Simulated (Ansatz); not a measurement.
Ansatz (an electronic-structure program) input (CCSD(T)/cc-pVTZ):

Ansatz 0.2 input:
```yaml
crystal:
  periodic: [false, false, false]
  atoms:
    - {symbol: B, position_ang: [-0.10389135, -0.05475826, 0.02011587]}
    - {symbol: F, position_ang: [0.37034928, 1.26600823, 0.11778637]}
    - {symbol: F, position_ang: [0.95004215, -0.84962815, -0.42291848]}
    - {symbol: N, position_ang: [-1.34271542, -0.52706268, 0.29194991]}
    - {symbol: H, position_ang: [-1.96505813, 0.21580938, 0.60196030]}
basis:
  gaussian:
    orbitals: cc-pVTZ
total_charge: -1
magnetization: {spin_polarized: false}
correlation: {method: ccsd_t, electrons: outside_noble_gas}
```

Output:

```
Functional definition: HF
integrals: 0.25 GiB planned
821 factors; integrals over basis functions are off by at most 1.4e-3 eV
mean field: 0.36 GiB planned
mean field evaluation 1: about -7584.9875 eV, gradient 3.5e1 eV
mean field evaluation 2: about -7584.9915 eV, gradient 3.5e1 eV
mean field evaluation 4: about -7587.7311 eV, gradient 3.0e0 eV
mean field evaluation 8: about -7587.7696 eV, gradient 1.6e-1 eV
mean field evaluation 16: about -7587.7595 eV, gradient 9.7e-1 eV
mean field -7587.76979682 eV, -278.8453968581 hartree, gradient 3.7e-6 eV, S^2 0.000000; 0 other end points of the search recorded, 0 dependent functions left out
4 core orbitals not correlated
reference -7587.76979682 eV, -278.8453968581 hartree; 12, 12 occupied and 118, 118 virtual orbitals, 821 factors
second order -22.32755736 eV of doubles, -0.00000000 eV of singles
coupled cluster: 0.58 GiB planned
cycle   1  -21.92488608 eV  change    4.0e-1 eV  update   9.1e-2
cycle   2  -22.35765002 eV  change   -4.3e-1 eV  update   2.5e-2
cycle   3  -22.45546992 eV  change   -9.8e-2 eV  update   1.3e-2
cycle   4  -22.43855826 eV  change    1.7e-2 eV  update   2.8e-3
cycle   5  -22.43670375 eV  change    1.9e-3 eV  update   1.1e-3
cycle   6  -22.43747917 eV  change   -7.8e-4 eV  update   3.4e-4
cycle   7  -22.43724118 eV  change    2.4e-4 eV  update   1.1e-4
cycle   8  -22.43719245 eV  change    4.9e-5 eV  update   4.3e-5
cycle   9  -22.43721289 eV  change   -2.0e-5 eV  update   1.6e-5
perturbative correction -0.76979249 eV, -0.0282893521 hartree
Total energy: -7610.97680220 eV, -279.6982385755 hartree
```

It need not be the lowest isomer of its formula. Whether it binds its extra electron was not tested at this geometry.
